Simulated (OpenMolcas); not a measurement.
Computed levels of 4d2 in ions with 38 electrons, in cm-1 above 3F2.

* Program: OpenMolcas 26.06
* Method: SS-RASPT2, IPEA 0.25 Eh, imaginary shift 0.1 Eh
* Basis: ANO-R2
* Scalar Hamiltonian: X2C, finite nucleus
* Spin-orbit coupling: RASSI with atomic mean-field integrals over the reference wave functions, term energies averaged over their components

Active space for each ion: 8 electrons in 8 orbitals (RAS1 4p, at most 2 holes; RAS2 4d); closed shells correlated by CASPT2: 4s.

```json
{"Level": "3F3", "Mo4+": "1670", "Ru6+": "2860", "Rh7+": "3650"}
{"Level": "3F4", "Mo4+": "3540", "Ru6+": "5930", "Rh7+": "7450"}
{"Level": "1D2", "Mo4+": "10120", "Ru6+": "13570", "Rh7+": "15210"}
{"Level": "3P0", "Mo4+": "11480", "Ru6+": "14420", "Rh7+": "15790"}
{"Level": "3P1", "Mo4+": "12170", "Ru6+": "15680", "Rh7+": "17440"}
{"Level": "3P2", "Mo4+": "13760", "Ru6+": "18690", "Rh7+": "21380"}
{"Level": "1G4", "Mo4+": "16580", "Ru6+": "21690", "Rh7+": "24310"}
{"Level": "1S0", "Mo4+": "37370", "Ru6+": "48360", "Rh7+": "53600"}
```

Problem. Estimate 3F4, 1D2, 3P0 for Tc5+ from its neighbours Mo4+ and Ru6+.

Solution. 3F4 is fine structure, which grows about as the fourth power of a screened charge, so the fourth roots are averaged: ((3540^0.25 + 5930^0.25) / 2)^4 = 4620. The calculation gives 4610, so the estimate is off by +0.2 %.
1D2 is another term, which grows about linearly with the charge: (10120 + 13570) / 2 = 11845. The calculation gives 11790, so the estimate is off by +0.5 %.
3P0 is another term, which grows about linearly with the charge: (11480 + 14420) / 2 = 12950. The calculation gives 12880, so the estimate is off by +0.5 %.

Mixed levels, with the weight of the term that names them: Ru6+ 1D2 (70 %), Ru6+ 3P2 (73 %), Rh7+ 1D2 (66 %), Rh7+ 3P2 (69 %).

CASPT2 breaks the degeneracy within a term, and the mean is taken; among the terms shown or strongly mixed into the levels shown the widest spread is 460 cm-1 (4d2 1G, Rh7+). Active for correlation alone: 4p; no level in the range computed is led by a configuration that opens it, so any true level of that kind is missing. Levels of configurations outside the active space are missing.
